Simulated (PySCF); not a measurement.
# Static response to an electric field

Species: GeH(NCO)3, C₃HGeN₃O₃.
Cartesian coordinates in Å at the PBE0-D3(BJ)/def2-SVP level; atoms count from 1:
```xyz
11
C3HGeN3O3 angstrom
Ge     0.124    0.069    0.947
H      0.407    0.097    2.435
N      1.644    0.025   -0.007
C      2.563   -0.269   -0.719
O      3.472   -0.526   -1.402
N     -0.784    1.538    0.456
C     -1.304    2.349   -0.262
O     -1.822    3.160   -0.918
N     -0.862   -1.378    0.532
C     -1.401   -2.176   -0.189
O     -1.940   -2.975   -0.843
```

Level: PBE0/def2-SVPD (PySCF), static field, nuclei fixed, core orbitals frozen in the response. The polarisability tensor in these axes (au):

```
x   93.72 -4.03 -1.28
y   -4.03 93.21  2.11
z   -1.28  2.11 76.73
```

Problem. What are the eigenvalues, a third of the trace, and Δα (Δα² = ½Σ(αi − αj)² over the three pairs)?

Solution. Principal values 76.43, 89.46 and 97.77 au; mean 87.89 au = 13.02 Å³ = 14.49 × 10⁻⁴⁰ C²·m²/J; Δα = 18.63 au (21 % of the mean).

Problem. What is the dipole moment, and where does it point?

Solution. (0.40, 0.16, 2.96) D, 2.99 D in size, pointing from the negative to the positive side. Measured along this direction, the outermost atoms are O11 at the negative end and H2 at the positive end.

Problem. Rayleigh depolarisation ratio (linearly polarised light, static tensor)?

Solution. ρ = 3Δα²/(45ᾱ² + 4Δα²) = 1041.1/(347571 + 1388.1) = 0.00298.

Problem. What are the principal values of the traceless quadrupole moment, Θ = ½Σq(3rr − r²1), about the centre of nuclear charge?

Solution. -7.07, -3.42, 10.49 D·Å. The values depend on the origin, since the dipole doesn't vanish. The electronic extent ⟨r²⟩ about the same centre is 2154 bohr², a root-mean-square distance of 2.51 Å for the 96 electrons.

Problem. Sum over states: ᾱ = Σ f/ω², ω in Eh. What share falls to these 15 lowest TDDFT singlets (eV, f)? 6.93, 0.0024; 7.09, 0.0015; 7.13, 0.0006; 7.18, 0.0043; 7.29, 0.0022; 7.35, 0.0032; 7.43, 0.0089; 7.52, 0.0016; 7.61, 0.0055; 7.71, 0.0050; 7.74, 0.0243; 7.76, 0.0896; 7.81, 0.0535; 7.85, 0.0304; 7.87, 0.0236.

Solution. They add up to 3.18 au, 3.6 % of the 87.89 au; the largest single term is 1.10 au, from the state at 7.76 eV. Terms in order: 0.04, 0.02, 0.01, 0.06, 0.03, 0.04, 0.12, 0.02, 0.07, 0.06, 0.30, 1.10, 0.65, 0.37, 0.28 au. Higher excitations give the rest. The strengths listed sum to 0.257.

Geometry: PBE0-D3(BJ)/def2-SVP, one conformer, isolated molecule. The calculation is non-relativistic, for germanium too.
